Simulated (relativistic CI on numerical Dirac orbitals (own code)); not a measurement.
**Hyperfine structure of Mo⁴⁰⁺, mass number 97**

Method of calculation: Dirac-Coulomb-Breit CI, KLI orbitals optimised for each configuration, model QED, unscaled Slater integrals (own radial code, finite nucleus).

CI space: 1s², 1s2s, 1s2p, 1s3s, 1s3p, 1s3d, 1s4s, 1s4p, 1s4d, 1s4f, 1s5s, 1s5p, 1s5d, 1s5f, 1s5g, 1s6s, 1s6p, 1s6d. Levels of other configurations are missing.

Nuclear spin I = 5/2, μ = -0.9324 μN, Q = 0.255 b (tables of Stone and Pyykkö). The electronic factors are computed for point nuclear moments, without core polarisation or the Bohr-Weisskopf and QED corrections.

```
    Level   E (eV)  A (GHz)    B (GHz)
 1s2s ³S1  17848.2    -4544  -0.000824
1s2p ³P°1  17905.1    -4139      -10.5
1s2p ³P°2  18033.6    -2058       74.2
1s2p ¹P°1  18061.0     1885       46.9
 1s3s ³S1  21187.0    -4186   -0.00102
1s3p ³P°1  21202.7    -4036      -2.88
1s3p ³P°2  21240.9    -2030       22.5
 1s3d ³D2  21247.7    -2026       4.37
```

Levels with J = 0, under 50 % of one LS term, or S terms without an open s electron are left out. Small factors come from cancelling terms and can be off by tens of per cent or more.

At this charge energies of transitions that change n are usually good to better than 1 %, and those within a shell (Δn = 0) to a few per cent.

Q: Give the hyperfine levels of 1s2s ³S1 relative to its centre of gravity.

A: With K = F(F + 1) − I(I + 1) − J(J + 1), E = AK/2 + B[¾K(K + 1) − I(I + 1)J(J + 1)]/[2I(2I − 1)J(2J − 1)]: F = 3/2: 15900, F = 5/2: 4544, F = 7/2: -11360 GHz.

LS names give the leading component of a level, which can be under half, so a name can repeat, a term be missing and a line seem to break the LS rules.
